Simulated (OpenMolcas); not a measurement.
Fe2+ (d6) in a complex was computed by SS-CASPT2, IPEA 0.25 Eh, imaginary shift 0.1 Eh with the d shell active (OpenMolcas, ANO-RCC-VTZP on the metal). Its lowest spin-free states, and all those of the highest spin:

```csv
2S+1,Degeneracy,E (cm-1)
5,3,0
5,2,1510
3,3,19060
3,3,19560
3,3,20170
3,3,20530
3,2,20860
3,3,21740
3,3,22420
3,1,22570
3,3,23630
3,2,24790
```

Task: Is the site octahedral, tetrahedral or cube-like, axial, or of lower symmetry?

Result: The states with 2S+1 = 5 have orbital degeneracies 3, 2. Threefold states need a cubic site. For d6 at this spin an octahedron puts the threefold T2 below the twofold E and a tetrahedron or cube puts the twofold E below the threefold T2, so the site is octahedral. The first gap at this spin, 1510 cm-1, is |10Dq| in ligand-field theory. The run had Fe2+ with 6 ligands (sulfide) in octahedral coordination (Oh) at 2.65 Å. A charge of +1.67 e stands 2.6 Å behind each ligand. Ligand basis ANO-RCC-VDZP.

Roots that are degenerate in the reference are averaged as groups; the widest CASPT2 spread within a group is 250 cm-1 (the 2-fold group of multiplicity 1 near 57300 cm-1 above the lowest state of its run). Shifts and gaps below about the spread of the groups concerned are not significant. Over all roots computed the reference weight is 0.62 to 0.65; a low but even weight reflects the number of correlated electrons. An orbital triplet at a regular site is open to Jahn-Teller coupling, which can distort the site and quench the lowest spin-orbit gaps and is left out. The sulfide ions are held by bare point charges, a crude embedding. A single d shell leaves out the double-shell effect, which counts most for late 3d ions, where the CASPT2 field can be off either way by tens of per cent. Ligand-to-metal charge-transfer states are missing. With oxide or sulfide held by bare charges the field of late divalent 3d ions can come out several times too small, and g and χT far too large. These CASPT2 states fit no ligand-field parameters well, so their order and spin gaps are uncertain. With no ligand orbital active B as a rule stays too high, so bands that hang on it stand too high and its fall with covalency is understated. With one d shell and no ligand orbital active, 10Dq can be off by tens of per cent for divalent 3d ions, low with halides held by bare charges and at times high in hosts. Free-ion shares, where given, are those of the reference states; single-state CASPT2 does not remix them. The distance lies 4 % over the 2.56 Å that this model takes as the normal distance (a Shannon-type radius plus a fixed donor radius); by an R⁻⁵ law this alone changes a d-shell field by about -16 %. No measured value stands beside these numbers; the geometry is a model, was not optimised and need not be the one that this ion takes.
